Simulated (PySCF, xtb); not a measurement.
SbCl5, SMILES [Cl][Sb]([Cl])([Cl])([Cl])[Cl].

Harmonic wavenumbers (cm⁻¹) from GFN2-xTB in xtb 6.7.1 at its own minimum, in rising order: 38, 38, 122, 122, 132, 132, 138, 261, 280, 296, 305, 305.

Problem. What does PBE0-D3(BJ)/def2-SVP run with PySCF give at its own minimum? (An estimate is asked for; the answer gives what the named calculation found.)

Solution. 55, 55, 161, 162, 168, 168, 175, 322, 354, 398, 402, 402. Paired by order, the mean absolute difference is 54 cm⁻¹ and the zero-point energies are 3.1 and 4.0 kcal/mol.
